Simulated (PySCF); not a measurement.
A calculated (BLYP, PySCF 2.14, aug-cc-pwCVQZ, the non-relativistic Hamiltonian (point nucleus)) atom or ion has these occupied shells.

| shell | electrons | orbital energy (eV) | rms radius, mean of both spins (bohr) |
| --- | --- | --- | --- |
| 1s α | 1 | -8124.4 | 0.0635 |
| 1s β | 1 | -8124.4 | 0.0635 |
| 2s α | 1 | -963.22 | 0.270 |
| 2s β | 1 | -962.04 | 0.270 |
| 2p α | 3 | -841.00 | 0.240 |
| 2p β | 3 | -840.12 | 0.240 |
| 3s α | 1 | -108.68 | 0.806 |
| 3s β | 1 | -106.30 | 0.806 |
| 3p α | 3 | -71.420 | 0.851 |
| 3p β | 3 | -69.087 | 0.851 |
| 3d α | 5 | -9.930 | 1.17 |
| 3d β | 3 | -8.440 | 1.17 |
| 4s α | 1 | -5.607 | 3.09 |
| 4s β | 1 | -5.307 | 3.09 |

Q: Name the element and its charge.

A: Ni (nickel, neutral), in [Ar] 3d8 4s2, high-spin 3F determinant.
